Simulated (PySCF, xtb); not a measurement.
C₃H₃F₃, SMILES F[C@H]1CC1(F)F.

GFN2-xTB (xtb) at its own geometry gives an orbital gap of 9.30 eV and a dipole moment of 2.94 D.

Geometry: r2SCAN-D4/def2-SVP. The structure was generated by enumeration; whether it is a known compound was not checked.

**Question.** What does PySCF with PBE/def2-TZVP give? (The exact figures need the calculation; the answer reports its results.)

**Answer.** gap 6.68 eV (levels -6.85 and -0.18 eV), dipole 2.07 D.
